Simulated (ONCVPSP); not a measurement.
**Sb, ONCV: configuration errors across variants**

antimony (Sb), optimised norm-conserving Vanderbilt (ONCV), made with ONCVPSP 4.0.1 (PBE, scalar-relativistic). Core [Ar] 3d10, reference 4s2 4p6 4d10 5s2 5p3. Waves: 4s+5s: rc 1.50 bohr, ncon 3, nbas 6, qcut 8 1/bohr, 2 projectors; 4p+5p: rc 1.60 bohr, ncon 4, nbas 8, qcut 8.7 1/bohr, 2 projectors; 4d: rc 1.30 bohr, ncon 4, nbas 9, qcut 9.6 1/bohr, 1 projector. Local part: polynomial inside 1.05 bohr (lpopt 5, dvloc0 2 Ha). Core correction: polynomial model core, fcfact 0.75.

All-electron excitation energies from the reference (eV): (1) 4s2 4p6 4d10 5s2 5p2 8.317; (2) 4s2 4p6 4d10 5s2 5p1 24.286; (3) 4s2 4p6 4d10 5s2 5p0 48.699; (4) 4s2 4p5 4d10 5s2 5p3 109.952.

2 further variants failed, have other tests or another functional or relativity, and are left out.

A true bound ghost makes a file unfit for plane-wave use even where its test errors are small: the radial tests pick states by their node count and pass the ghost by.

Errors AE − PS in meV (a dash: test not solved or not reliable):

```tsv
change	(1)	(2)	(3)	(4)	bound ghosts	GHOST(+) flags above zero
base	-1.8	-5.6	-12	-149	none	none
core correction polynomial model core, fcfact 0.7	-1.8	-5.6	-12	-149	none	none
d: qcut 12.6	-1.8	-5.5	-12	-127	none	none
d: nproj 2	-1.8	-5.6	-12	-144	none	none
core correction none	-1.8	-5.4	-11	-145	none	none
p: qcut 10.4	-1.8	-5.6	-12	-173	none	none
local potential polynomial inside 1.00 bohr (lpopt 1, dvloc0 0 Ha)	-1.8	-5.6	-12	-149	none	none
all radii but the core radius scaled by about 0.96 (s 1.44, p 1.54, d 1.24 bohr); local potential polynomial inside 1.00 bohr (lpopt 5, dvloc0 2 Ha)	-1.8	-5.6	-12	-161	d	none
```

Give the same row for: d: rc 1.4.

-1.8, -5.6, -12, -162; bound ghosts: none; GHOST(+) flags above zero: none.
